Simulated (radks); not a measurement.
Problem. Species: the terbium ion Tb27+. Configuration: [Kr] 4d2. Calculated with a radial shooting solver on a logarithmic mesh with Libxc functionals: Dirac Kohn-Sham, relativistic LDA (MacDonald-Vosko exchange, VWN5 correlation), spin-unpolarised, spherical densities, finite nucleus; open shells fill j = l - 1/2 first; Fermi nuclear charge, rms radius 5.06 fm. Some entries of the table are withheld. Estimate them.

| orbital | occ. | eigenvalue (eV) | <r> (bohr) | <r^2> (bohr^2) |
|---|---|---|---|---|
| 1s1/2 | 2 | -52378.29 | 0.02160 | 0.0006369 |
| 2s1/2 | 2 | -9459.401 | 0.09124 | 0.009887 |
| 2p1/2 | 2 | -9045.640 | 0.07609 | 0.007158 |
| 2p3/2 | 4 | -8307.290 | 0.08299 | 0.008381 |
| 3s1/2 | 2 | -2787.701 | 0.2379 | (1) |
| 3p1/2 | 2 | -2607.729 | 0.2272 | (2) |
| 3p3/2 | 4 | -2452.266 | 0.2399 | (3) |
| 3d3/2 | 4 | (4) | 0.2116 | 0.05254 |
| 3d5/2 | 6 | (5) | 0.2156 | 0.05437 |
| 4s1/2 | 2 | (6) | 0.4987 | 0.2795 |
| 4p1/2 | 2 | -1099.823 | (7) | 0.2823 |
| 4p3/2 | 4 | -1055.426 | (8) | 0.3053 |
| 4d3/2 | 2 | -932.5733 | 0.5165 | 0.3051 |
| 4d5/2 | 0 | -923.2120 | 0.5224 | 0.3118 |

Solution. 
(1) 3s1/2 <r^2> (bohr^2): 0.06477
(2) 3p1/2 <r^2> (bohr^2): 0.05999
(3) 3p3/2 <r^2> (bohr^2): 0.06666
(4) 3d3/2 eigenvalue (eV): -2142.766
(5) 3d5/2 eigenvalue (eV): -2108.423
(6) 4s1/2 eigenvalue (eV): -1173.840
(7) 4p1/2 <r> (bohr): 0.4995
(8) 4p3/2 <r> (bohr): 0.5198
